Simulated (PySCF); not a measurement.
# Computed records: FH3NSi2, CH3B2Cl, B2ClH4Si

Computed with PySCF 2.14.0. Calculation on a computer-drawn molecule: the log of a Hartree-Fock and frozen-core CCSD(T) single point meant for a local Hartree-Fock minimum, with one planted fault or none, to be diagnosed. Offsets are logged minus clean, where the clean run is the same molecule without the fault. The reference is restricted for singlets and unrestricted otherwise, and also for a bond in bohr or an excited solution. Adding or removing an electron swaps singlet and doublet. The excited solution moves the top pair (singlet) or top alpha electron (doublet) to the lowest empty orbital. Highest occupied and lowest empty are orbital energies over both spins, largest force is the largest gradient component, triples share is (T) over the correlation energy, the T1 limit is 0.02 restricted and 0.045 unrestricted, electrons count all cores, a negative frequency is imaginary (commonest isotopes), and the dipole is about the centre of nuclear charge.

Common to all runs: meant charge 0; meant basis cc-pV(D+d)Z; logged SCF converged yes; possible faults no fault, one electron removed, one electron added, multiplicity raised by two, geometry at a saddle point, SCF held on an excited solution, minimal basis STO-3G, one bond length entered in bohr, all coordinates scaled.

(1) FH3NSi2

Logged structure:
```xyz
7
FH3NSi2
F     -0.0426    -0.0349    -1.3743
Si     1.0665     0.0442    -0.1835
N      0.3640     0.0321     1.3360
Si    -0.8145    -0.2396     2.3313
H      1.8225     1.2929    -0.4284
H     -0.6373    -0.1573     3.7877
H     -2.1915    -0.6108     1.9650
```

| Item | Value |
| --- | --- |
| meant multiplicity | 2 |
| logged electrons | 47 |
| logged basis functions | 89 |
| logged spin squared | 0.7777 |
| logged highest occupied | -8.2396 eV |
| logged lowest empty | 1.0564 eV |
| logged largest force | 4.179e-06 hartree/bohr |
| logged lowest frequency | 59.458 cm⁻¹ |
| logged T1 diagnostic | 0.020546 |
| logged D1 diagnostic | 0.081948 |
| logged triples share | 0.027381 |
| logged CC converged | yes |
| logged dipole magnitude | 3.8531 debye |
| logged SCF stable within its kind | yes |
| logged energy HF | -733.53026 hartree |
| logged energy CCSD(T) | -734.09751 hartree |
| planted fault | no fault |
| HF energy offset from clean run | 0 kcal/mol |
| CCSD(T) energy offset from clean run | 0 kcal/mol |

Drawn bonds:
```tsv
atom	other atom	order
1	2	1
2	3	2
3	4	1
2	5	1
4	6	1
4	7	1
```

(2) CH3B2Cl

Logged structure:
```xyz
7
CH3B2Cl
B     -1.2484    -0.6259     1.8982
C      0.0126    -1.3696     1.4698
B      1.0346    -0.4344     1.5562
Cl     2.2036     0.7807     1.6967
H     -1.1771     0.5385     2.2146
H     -2.3253    -1.1570     1.9349
H      0.0503    -2.4052     1.1708
```

| Quantity | Value |
| --- | --- |
| meant multiplicity | 1 |
| logged electrons | 36 |
| logged basis functions | 80 |
| logged spin squared | 0 |
| logged highest occupied | -3.4082 eV |
| logged lowest empty | -3.9049 eV |
| logged largest force | 0.18813 hartree/bohr |
| logged CC converged | no |
| logged dipole magnitude | 4.5255 debye |
| logged SCF stable within its kind | no |
| logged energy HF | -548.00492 hartree |
| planted fault | SCF held on an excited solution |
| HF energy offset from clean run | 298.8 kcal/mol |

Drawn bonds:
```tsv
atom	other atom	order
1	2	1
2	3	2
3	4	1
1	5	1
1	6	1
2	7	1
```

Notes: CCSD not converged.

(3) B2ClH4Si

Logged structure:
```xyz
8
B2ClH4Si
B     -1.4653    -1.7891     4.0393
B     -1.8633    -1.2423     2.4869
Si    -1.9044     0.6738     1.8916
Cl    -2.1903    -2.4956     1.2563
H     -0.3232    -1.9538     4.3727
H     -2.3226    -2.0281     4.8459
H     -2.7199     1.0140     0.7064
H     -2.0218     1.7070     2.9455
```

| Item | Value |
| --- | --- |
| meant multiplicity | 2 |
| logged electrons | 45 |
| logged basis functions | 94 |
| logged spin squared | 3.7826 |
| logged highest occupied | -7.0736 eV |
| logged lowest empty | -1.5579 eV |
| logged largest force | 0.071331 hartree/bohr |
| logged T1 diagnostic | 0.02788 |
| logged D1 diagnostic | 0.13152 |
| logged triples share | 0.034361 |
| logged CC converged | yes |
| logged dipole magnitude | 3.2017 debye |
| logged SCF stable within its kind | yes |
| logged energy HF | -799.96172 hartree |
| logged energy CCSD(T) | -800.41855 hartree |
| planted fault | multiplicity raised by two |
| HF energy offset from clean run | 88.72 kcal/mol |
| CCSD(T) energy offset from clean run | 85.6 kcal/mol |

Drawn bonds:
```tsv
atom	other atom	order
1	2	1
2	3	1
2	4	1
1	5	1
1	6	1
3	7	1
3	8	1
```
